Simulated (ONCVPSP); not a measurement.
# nitrogen, ONCV: configuration errors across variants

nitrogen, optimised norm-conserving Vanderbilt (ONCV), made with ONCVPSP 4.0.1 (LDA (Perdew-Wang 92), scalar-relativistic). Core [He], reference 2s2 2p2.75 (charge +0.25). Waves: 2s: rc 0.75 bohr, ncon 5, nbas 8, qcut 8.9 1/bohr, local; 2p: rc 1.30 bohr, ncon 4, nbas 8, qcut 12.8 1/bohr, 2 projectors, debl 1.9 Ha. Local part: the s channel. Core correction: polynomial model core, fcfact 0.35.

All-electron excitation energies from the reference (eV): (1) 2s2 2p3 -2.186; (2) 2s2 2p2 11.545; (3) 2s2 2p1 40.517; (4) 2s1 2p3 22.997.

1 further variants failed, have other tests or too few solved ones, and are left out.

Errors AE − PS in meV (a dash: test not solved or not reliable):

| change | (1) | (2) | (3) | (4) | bound ghosts | GHOST(+) flags above zero |
| --- | --- | --- | --- | --- | --- | --- |
| base | +0.2 | +2.5 | +33 | +5.9 | none | none |
| s: qcut 13.1 | +0.3 | +2.8 | +37 | +6.4 | none | none |
| s: qcut 7.4 | +0.2 | +2.5 | +33 | +5.9 | none | none |
| s: ncon 3, nbas 6 | +0.2 | +1.9 | +27 | +4.7 | none | none |
| p: rc 1.1 | +0.2 | +1.2 | +18 | +6.8 | none | none |
| core correction polynomial model core, fcfact 0.82 | +0.2 | +2.4 | +32 | +5.8 | none | none |
| p: nbas 7 | +0.2 | +2.5 | +33 | +5.8 | none | none |

Question: Give the same row for: s: qcut 13; p: qcut 18.7.

Answer: 0.0, -2.5, -25, +9.6; bound ghosts: none; GHOST(+) flags above zero: p.
